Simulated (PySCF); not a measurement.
## Relaxation of singlet [ClBr2]+

These are results of PySCF, B3LYP, basis Cl def2-SVP, Br def2-SVP (no relativity, density fitting), not measurements. A (50,194) grid was used.

A start displaced from a saddle point along its imaginary mode, of C2v symmetry, held to at least that symmetry:

```xyz
3
charge 1 multiplicity 1, angstrom
Cl   -0.0849    0.0849    0.0000
Br    0.0188   -0.0188    2.3546
Br    0.0188   -0.0188   -2.3546
```

Optimiser trace:
| step | E − E(last) (kJ/mol) | largest gradient (Eh/bohr) |
| --- | --- | --- |
| 0 | 125.12 | 0.01123 |
| 1 | 90.91 | 0.01612 |
| 2 | 57.42 | 0.02508 |
| 3 | 22.66 | 0.02127 |
| 4 | 1.30 | 0.00366 |
| 5 | 0.13 | 0.00194 |
| 6 | 0.00 | 0.00025 |
| 7 | 0.00 | 0.00004 |

It ends at C2v with Cl–Br 2.234 Å (×2); Br–Cl–Br 111.5°. A frequency run shows a minimum.

Final geometry:
Z-matrix (Å, degrees; charge 1 multiplicity 1):
```
Cl
Br 1 2.2336
Br 1 2.2336 2 111.52
```

The relaxation took of the order of 80 core-seconds on a shared host.
